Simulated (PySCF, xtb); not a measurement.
HgI, SMILES [Hg+][I], charge +1.

GFN2-xTB (xtb) at its own geometry gives an orbital gap of 1.92 eV.

The structure is a stationary point at r2SCAN-D4/def2-TZVP. The multiplicity is an assumed one; other spin states were not compared. The def2 effective core potentials stand for the cores of Hg, I; spin–orbit coupling is left out.

**Question.** What does r2SCAN/def2-TZVPD in PySCF give? (The exact figures need the calculation; the answer reports its results.)

**Answer.** gap 1.14 eV (levels -12.53 and -11.38 eV).
